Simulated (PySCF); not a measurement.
C3H6ClFSi, SMILES C/C(Cl)=C/[SiH2]F.

Coordinates come from a B3LYP-D3(BJ)/def2-SVP optimisation. The structure was generated by enumeration; whether it is a known compound was not checked. One conformer was computed; it need not be the lowest.

Calculation: PBE/def2-TZVP in PySCF.

Symmetry labels are those of the subgroup Cs that the program uses (full group Cs).

Computed valence orbital energies around the gap with their symmetry:
| orbital | symmetry | energy (eV) |
|---|---|---|
| HOMO−7 | A" | -10.26 |
| HOMO−6 | A' | -9.98 |
| HOMO−5 | A' | -9.56 |
| HOMO−4 | A" | -8.77 |
| HOMO−3 | A" | -8.01 |
| HOMO−2 | A' | -8.00 |
| HOMO−1 | A' | -7.73 |
| HOMO | A" | -6.52 |
| LUMO | A" | -1.81 |
| LUMO+1 | A' | -0.79 |
| LUMO+2 | A' | -0.36 |
| LUMO+3 | A' | 0.40 |
